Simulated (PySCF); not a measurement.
## Trend along group 14: MK molecules

PBE0 with double-zeta basis sets in PySCF, for the lowest determinant that a PBE0 search found; no spin–orbit coupling. De refers to high-spin ground-configuration atoms. A positive dipole means M(−)K(+).

| M | basis | state (unpaired electrons) | Re (Å) | ωe (cm⁻¹) | De (eV) | μ (D) |
| --- | --- | --- | --- | --- | --- | --- |
| C | def2-SVP | quartet (σ ↑, π ↑↑) | 2.547 | 371 | 2.09 | 8.81 |
| Si | x2c-SVPall | quartet (σ ↑, π ↑↑) | 3.056 | 204 | 1.51 | 9.36 |
| Ge | def2-SVP | quartet (σ ↑, π ↑↑) | 3.089 | 159 | 1.45 | 9.35 |
| Pb | def2-SVP | quartet (σ ↑, π ↑↑) | 3.326 | 122 | 1.19 | 9.23 |

(1) The row for M = Sn is missing. Estimate Re, ωe and De as the mean of the rows for Ge and Pb, and compare with the calculation.

The rows differ in basis set, which adds steps of its own.

These are scalar-relativistic numbers at best; spin–orbit coupling would shift them, the dissociation energy most. States were picked by a PBE0 search and need not be the measured ground states.

Answers

(1) The means are 3.208 Å, 140 cm⁻¹ and 1.32 eV. PBE0 in def2-SVP gives KSn as a quartet (σ ↑, π ↑↑) with Re = 3.280 Å, ωe = 135 cm⁻¹, De = 1.31 eV, so the estimate is off by -7.3 pm, +4 % and +0.01 eV.
